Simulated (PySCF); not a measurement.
F3Ti, charge +1, multiplicity 1.

```xyz
4

Ti     0.0000     0.0000     0.2819
F      1.3821     0.7980    -0.2297
F      0.0000    -1.5959    -0.2297
F     -1.3821     0.7980    -0.2297
```
Charge +1, spin multiplicity 1.

Geometry: PBE0-D3(BJ)/def2-SVP. The spin state was assumed, not searched. The isomer is the one that the SMILES or the coordinates give; other isomers of the formula were not compared.

Computed with PBE/pcSseg-2 (PySCF). Non-relativistic, no solvent.

Computed absolute GIAO shielding of each atom: isotropic value and principal components (ppm):
```
atom  σ(iso)      σ11     σ22    σ33    span
----  ------  -------  ------  -----  ------
Ti1    -67.9   -281.6    38.9   38.9   320.5
F2    -491.9  -1172.7  -528.8  225.9  1398.6
F3    -491.9  -1172.7  -528.8  225.9  1398.6
F4    -491.9  -1172.7  -528.8  225.9  1398.6
```
